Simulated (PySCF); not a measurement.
Run record: geometry optimisation, `CC(C)(C)NCCCN`.

Method: PBE0-D3(BJ)/def2-SVP geometry optimisation, gas phase (PySCF 2.14.0). Start geometry: GFN2-xTB. The input is one job of a driver script: a line of settings, then coordinates in Å.

Input:
```
{"job": {"xc": "PBE0", "basis": "def2-SVP", "d3": "d3bj", "grid": 1, "kind": "geom"}, "charge": 0, "multiplicity": 1}
C     -1.806124     1.030196     0.922171
C     -1.591044     0.051034    -0.236261
C     -2.101312     0.693314    -1.531319
C     -2.372123    -1.247964     0.028980
N     -0.160370    -0.163062    -0.430701
C      0.592107    -0.822085     0.617278
C      2.085495    -0.740022     0.303314
C      2.580518     0.712591     0.291445
N      3.973575     0.879597    -0.082221
H     -1.142554     1.882938     0.807837
H     -1.609505     0.558484     1.881331
H     -2.834591     1.381357     0.924173
H     -1.526039     1.589925    -1.745309
H     -3.150271     0.961364    -1.440021
H     -1.993019     0.005901    -2.368080
H     -3.437750    -1.039279     0.077102
H     -2.196797    -1.967893    -0.769187
H     -2.068603    -1.696034     0.972506
H     -0.014913    -0.658544    -1.305222
H      0.313753    -1.882985     0.751910
H      0.402054    -0.301120     1.557498
H      2.272498    -1.190953    -0.676177
H      2.642388    -1.313754     1.049734
H      1.969681     1.286344    -0.408657
H      2.453706     1.145483     1.287358
H      4.129752     0.517326    -1.017486
H      4.569590     0.354265     0.550165
```

Output:
```
step   0  E = -386.35579209  max force = 0.015324
step   1  E = -386.35827469  max force = 0.003077
step   2  E = -386.35834767  max force = 0.001021
step   3  E = -386.35835940  max force = 0.000412
optimisation converged
```

Energies in Eh; «max force» is the largest Cartesian gradient component in Eh/bohr.

Question: How much energy does the optimisation release, in kcal/mol?

Answer: E(step 0) − E(last step) = 0.002567 Eh, which is 1.6 kcal/mol.

Question: Give the first gradient maximum in eV/Å.

Answer: With 1 Eh/bohr = 51.422 eV/Å, 0.788 eV/Å.

Summary of the converged run: final energy -386.35836 Eh after 3 steps; dipole 2.10 D.

Question: Where do the atoms end?

Answer: 0.063 Å rms from the input after alignment:
```
atom  x, y, z in Å
C1    -2.1254    1.0138    0.6798
C2    -1.9147    0.0302   -0.4732
C3    -2.4028    0.6734   -1.7704
C4    -2.7098   -1.2572   -0.2102
N5    -0.4824   -0.2127   -0.6506
C6     0.2414   -0.8964    0.3980
C7     1.7381   -0.8815    0.1187
C8     2.3478    0.5186    0.0998
N9     3.7561    0.5945   -0.2295
H10   -1.4977    1.9054    0.5351
H11   -1.8717    0.5680    1.6533
H12   -3.1785    1.3284    0.7296
H13   -1.8335    1.5919   -1.9756
H14   -3.4724    0.9238   -1.7131
H15   -2.2651   -0.0118   -2.6232
H16   -3.7892   -1.0519   -0.1396
H17   -2.5571   -1.9826   -1.0258
H18   -2.4019   -1.7364    0.7315
H19   -0.3353   -0.6978   -1.5339
H20   -0.0873   -1.9454    0.5600
H21    0.0563   -0.3725    1.3504
H22    1.9327   -1.3722   -0.8542
H23    2.2512   -1.5014    0.8749
H24    1.7766    1.1370   -0.6100
H25    2.1932    0.9879    1.0879
H26    3.9185    0.2197   -1.1625
H27    4.2991    0.0097    0.4039
```

The run took about 2.4 min of CPU time (one thread, shared machine).
Labels such as C1 count atoms from 1, the log's own numbers from 0.
